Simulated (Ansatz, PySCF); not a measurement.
Reaction (SMILES): CCCC[C@H](C)Cl [(2S)-2-chlorohexane] → CCCC[CH]Cl + [CH3] (CH3) (the C-C bond at the site shown breaks; other sites are not compared here)
Geometries: B3LYP-D3(BJ)/def2-TZVP minima from Ansatz (a first-principles code), one conformer each, not searched for the lowest. Frequencies are from Ansatz or PySCF.

Quantity: bond dissociation energy (enthalpy at 298 K, with B3LYP-D3(BJ) rigid-rotor harmonic-oscillator terms), in eV. Valence correlation only, unless marked. Open shells are spin-unrestricted. No spin-orbit coupling. Non-relativistic. CBS marks a two-point X^-3 extrapolation of the correlation energy; Hartree-Fock from the larger set. [CCSD(T)-MP2]/basis is that difference in the basis named.

| level | program | bond dissociation energy (eV) |
|---|---|---|
| revPBE/def2-TZVPD | Ansatz | 3.35 |
| PBE0/def2-TZVPD | Ansatz | 3.62 |
| SCS-MP2/STO-3G | Ansatz | 4.55 |
| CCSD/cc-pwCVTZ | Ansatz | 3.67 |
| RI-MP2/CBS(cc-pV(T+d)Z,cc-pV(Q+d)Z)+[CCSD(T)-MP2]/cc-pV(T+d)Z | Ansatz | (withheld) |

Task: Complete the blanks.

Result: 
- RI-MP2/CBS(cc-pV(T+d)Z,cc-pV(Q+d)Z)+[CCSD(T)-MP2]/cc-pV(T+d)Z, bond dissociation energy (eV): 3.88
